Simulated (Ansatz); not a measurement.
Z-matrix (Å, degrees):
```
Si
O 1 1.659
H 1 1.483 2 110.0
H 1 1.483 2 110.0 3 -121.4
H 1 1.480 2 106.2 3 119.3
B 2 1.343 1 131.7 3 61.2
Cl 6 1.775 2 119.1 1 180.0
O 6 1.356 2 120.7 1 -0.0
H 8 0.960 6 113.7 2 180.0
```

Total charge 0; spin multiplicity 1.

(1) List the ωB97M-V/def2-TZVPP orbital energies in eV (Ansatz 0.2.0). (Estimate.)

Results:

(1) Computed: Occupied: -2771.87, -1807.72, -527.01, -526.64, -262.29, -199.76, -199.65, -199.63, -190.41, -148.72, -102.87, -102.81, -102.81, -32.40, -31.34, -25.95, -19.62, -18.67, -15.96, -15.74, -15.02, -13.99, -13.07, -12.97, -11.86, -11.76, -11.45, -11.43. Lowest empty: 1.60, 2.50, 2.65, 3.01, 3.40, 3.60, 4.03, 4.82.
